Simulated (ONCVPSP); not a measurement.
Reading a pseudo-wave (sulfur (S))

Columns: radius, all-electron u(r) and pseudo u(r) of the 2s shell (level -211.81 eV) of sulfur in the configuration [He] 2s2 2p6 3s2 3p4; revPBE, scalar-relativistic, ONCV scheme, ONCVPSP 4.0.1.

| r (bohr) | all-electron | pseudo |
| --- | --- | --- |
| 0.042 | -0.6926 | 0.2423 |
| 0.085 | -0.5174 | 0.4827 |
| 0.128 | -0.0481 | 0.7077 |
| 0.170 | 0.4376 | 0.9056 |
| 0.212 | 0.8486 | 1.0759 |
| 0.255 | 1.1601 | 1.2168 |
| 0.298 | 1.3629 | 1.3209 |
| 0.340 | 1.4709 | 1.3861 |
| 0.382 | 1.5077 | 1.4156 |
| 0.425 | 1.4906 | 1.4115 |
| 0.467 | 1.4362 | 1.3777 |
| 0.510 | 1.3550 | 1.3175 |
| 0.552 | 1.2602 | 1.2392 |
| 0.595 | 1.1555 | 1.1456 |
| 0.638 | 1.0484 | 1.0446 |
| 0.680 | 0.9455 | 0.9443 |
| 0.722 | 0.8469 | 0.8465 |
| 0.765 | 0.7520 | 0.7518 |
| 0.807 | 0.6663 | 0.6661 |
| 0.850 | 0.5859 | 0.5857 |
| 0.892 | 0.5150 | 0.5148 |
| 0.935 | 0.4498 | 0.4497 |
| 0.977 | 0.3931 | 0.3930 |
| 1.020 | 0.3417 | 0.3416 |
| 1.062 | 0.2974 | 0.2973 |
| 1.105 | 0.2575 | 0.2574 |

Task: How many radial nodes do the two functions have?

Result: The all-electron 2s function has n − l − 1 = 1; the pseudo-wave has 0, since the states of the same l below it are removed with the core.

Task: At about which radius was the pseudo-wave matched?

Result: 0.85 bohr. The columns agree to 0.0005 from 0.72 bohr on; several derivatives are matched, so the curves merge somewhat inside the radius.

Task: Where does each function peak?

Result: Outermost all-electron maximum near 0.38 bohr, pseudo maximum near 0.38 bohr (to the table’s step).

Task: Is the pseudo-wave norm-conserving?

Result: Yes: the ONCV scheme keeps the norm inside the radius equal to the all-electron one, which fixes the energy derivative of the logarithmic derivative at the level.
